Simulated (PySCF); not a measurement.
Geometries of 4 isomers of C4H8GeO, from PBE0-D3(BJ)/def2-SVP geometry optimisation, gas phase (PySCF). One conformer each, no zero-point energy, no frequencies.

Question: Which is lowest in electronic energy at this level?
A.
```xyz
14
angstrom
C      2.184   -0.363   -1.405
C      1.012   -0.153   -0.784
C      0.460    1.155   -0.497
C     -0.694    1.483    0.124
O     -1.649    0.720    0.663
Ge    -1.761   -1.044    0.996
H      2.809    0.473   -1.735
H      2.552   -1.372   -1.602
H      0.439   -1.038   -0.488
H      1.051    2.012   -0.834
H     -0.945    2.546    0.228
H     -3.071   -1.136    1.786
H     -0.545   -1.473    1.832
H     -1.842   -1.811   -0.333
```
B.
```xyz
14
angstrom
Ge     2.059   -0.263    0.620
O      0.643    0.138   -0.395
C     -0.597    0.346    0.207
C     -1.728    0.681   -0.734
C     -2.487   -0.345   -0.322
C     -1.443   -0.911    0.609
H      1.847   -1.640    1.283
H      3.242   -0.283   -0.354
H      2.214    0.827    1.702
H     -0.520    1.068    1.048
H     -1.864    1.496   -1.450
H     -3.511   -0.657   -0.547
H     -1.713   -1.015    1.675
H     -0.978   -1.846    0.261
```
C.
```xyz
14
angstrom
C      2.964    0.163    0.800
C      1.726    0.460    0.105
C      0.686    0.705   -0.482
Ge    -0.934    1.088   -1.390
O     -2.285    0.937   -0.241
C     -2.446   -0.241    0.496
H      3.699   -0.291    0.117
H      2.791   -0.543    1.627
H      3.412    1.077    1.222
H     -0.982    2.543   -1.862
H     -1.119    0.079   -2.540
H     -2.716   -1.106   -0.142
H     -1.537   -0.513    1.065
H     -3.264   -0.091    1.218
```
D.
```xyz
14
angstrom
C     -1.460    1.585   -0.107
C     -1.129    0.369    0.300
C     -1.393   -1.073    0.293
C     -0.175   -0.500    1.003
O      1.081   -0.772    0.489
Ge     2.114    0.556   -0.130
H     -2.349    1.757   -0.722
H     -0.854    2.457    0.158
H     -2.209   -1.481    0.900
H     -1.195   -1.618   -0.637
H     -0.212   -0.502    2.103
H      3.523   -0.050   -0.147
H      1.661    0.960   -1.544
H      2.014    1.756    0.834
```

Answer: A. That is `C=C/C=C\[O][GeH3]`, 9.8 kcal/mol below the next.

```json
{"SMILES": "C=C/C=C\\[O][GeH3]", "atoms numbered as above": "[CH2:1]=[CH:2]/[CH:3]=[CH:4]\\[O:5][GeH3:6]", "E (Eh)": "-2308.46557", "relative (kcal/mol)": "0.0", "relative (kJ/mol)": "0.0", "dipole (D)": "1.33"}
{"SMILES": "[GeH3][O][C@H]1C=CC1", "atoms numbered as above": "[GeH3:1][O:2][C@H:3]1[CH:4]=[CH:5][CH2:6]1", "E (Eh)": "-2308.44996", "relative (kcal/mol)": "9.8", "relative (kJ/mol)": "41.0", "dipole (D)": "1.19"}
{"SMILES": "CC#[C][GeH2][O]C", "atoms numbered as above": "[CH3:1][C:2]#[C:3][GeH2:4][O:5][CH3:6]", "E (Eh)": "-2308.44957", "relative (kcal/mol)": "10.0", "relative (kJ/mol)": "42.0", "dipole (D)": "2.42"}
{"SMILES": "C=C1C[C@H]1[O][GeH3]", "atoms numbered as above": "[CH2:1]=[C:2]1[CH2:3][C@H:4]1[O:5][GeH3:6]", "E (Eh)": "-2308.43604", "relative (kcal/mol)": "18.5", "relative (kJ/mol)": "77.5", "dipole (D)": "1.07"}
```

As drawn, the highest has a three-membered ring, which the lowest lacks.
